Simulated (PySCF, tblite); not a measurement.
C5H10Si.
Geometry (GFN2-xTB, Å), atoms numbered from 1 in this order:
```
atom  x, y, z in Å
C1     2.530   -0.027   -0.475
C2     1.369    0.104    0.507
C3     0.105    0.414   -0.169
C4    -0.617    0.645   -1.219
C5    -1.367    0.656    0.101
Si6   -2.516   -0.745    0.614
H7     3.452   -0.256    0.055
H8     2.667    0.900   -1.027
H9     2.333   -0.824   -1.189
H10    1.580    0.892    1.238
H11    1.241   -0.829    1.067
H12   -0.731    0.774   -2.266
H13   -1.623    1.642    0.498
H14   -2.497   -0.876    2.074
H15   -3.886   -0.469    0.174
H16   -2.045   -1.992    0.007
```

Method: B3LYP/def2-SVPD in PySCF (dipole) on a GFN2-xTB geometry, gas phase.

Masses are those of the commonest isotopes; rigid-rotor values at the optimised geometry. The values belong to one conformer with, in the numbering `[CH3:1][CH2:2][C:3]1=[CH:4][C@H:5]1[SiH3:6]`, C1–C2–C3–C4 1°.

Problem. Give the principal moments of inertia and the rotational constants in MHz.

Solution. Ia = 74.22, Ib = 374.16, Ic = 408.94 u·Å²; 505379 MHz·u·Å²/I gives A = 6809, B = 1351, C = 1236 MHz.

Problem. What kind of rotor is it?

Solution. A near-prolate asymmetric top; Ray's κ = -0.959.

Problem. Is it planar, by Δ = Ic − Ia − Ib?

Solution. Not planar: Δ = Ic − Ia − Ib = -39.44 u·Å². For a rigid frame Δ = −2 Σ m c², so Σ m c² = 19.72 u·Å² lies off the ab plane: 10.25 from hydrogen and 9.47 from heavier atoms. The atom farthest from that plane is 1.60 Å away.

Problem. Give the other two planar moments, Paa and Pbb, and the rms extents of the mass along the axes.

Solution. Paa = Σ m a² = (Ib + Ic − Ia)/2 = 354.44 and Pbb = Σ m b² = (Ia + Ic − Ib)/2 = 54.50 u·Å². With the mass M = 98.06 u, the rms extents √(P/M) along a, b and c are 1.90, 0.75, 0.45 Å.

Problem. List the rotational levels J(Ka,Kc) to J = 2 (K).

Solution. Above 0(0,0), as E/k:
J = 1: 1(0,1) 0.124, 1(1,1) 0.386, 1(1,0) 0.392
J = 2: 2(0,2) 0.372, 2(1,2) 0.629, 2(1,1) 0.645, 2(2,1) 1.431, 2(2,0) 1.431

Problem. Which types of transition are allowed, and where do some lines up to J = 2 fall?

Solution. The dipole components are |μa| = 1.61 D, |μb| = 0.11 D, |μc| = 0.13 D. Intensities carry the squares of the components, which stand as 1.00 : 0.00 : 0.01 (a : b : c). Some lines, for components of 0.1 D or more:

```tsv
type	branch	J(Ka,Kc)	MHz	lower level (cm⁻¹)
a	Q	2(1,1) ← 2(1,2)	345	0.437
a	R	1(0,1) ← 0(0,0)	2587	0.000
a	R	2(1,2) ← 1(1,1)	5058	0.268
a	R	2(0,2) ← 1(0,1)	5171	0.086
a	R	2(1,1) ← 1(1,0)	5288	0.272
c	Q	2(1,2) ← 2(0,2)	5345	0.259
c	Q	1(1,1) ← 1(0,1)	5459	0.086
b	Q	1(1,0) ← 1(0,1)	5573	0.086
b	Q	2(1,1) ← 2(0,2)	5690	0.259
b	R	1(1,1) ← 0(0,0)	8045	0.000
c	R	1(1,0) ← 0(0,0)	8160	0.000
b	R	2(1,2) ← 1(0,1)	10517	0.086
c	R	2(1,1) ← 1(0,1)	10861	0.086
c	Q	2(2,1) ← 2(1,1)	16376	0.449
b	Q	2(2,0) ← 2(1,1)	16377	0.449
b	Q	2(2,1) ← 2(1,2)	16720	0.437
b	R	2(2,1) ← 1(1,0)	21664	0.272
c	R	2(2,0) ← 1(1,0)	21665	0.272
c	R	2(2,1) ← 1(1,1)	21778	0.268
b	R	2(2,0) ← 1(1,1)	21780	0.268
```

Problem. Estimate the classical rotational partition function at 10 K, 50 K and 200 K.

Solution. Point group C1, symmetry number σ = 1; q = (√π/σ)·√((kT/h)³/(ABC)), k/h = 20836.6 MHz/K: 1580 at 10 K, 17700 at 50 K, 141000 at 200 K.

Its GFN2-xTB frequencies are all real (lowest 44 cm⁻¹). These are rigid-rotor constants of the computed structure; measured ground-state constants (B0) also hold zero-point vibration. A rigid rotor knows nothing of internal rotation, which can split or shift real lines.

On one thread of an Arm Neoverse V2 (shared host), this took 32 s wall and 0.82 GiB of memory at its peak. This is the B3LYP/def2-SVPD job that gave the dipole, with the excitations it also computed.
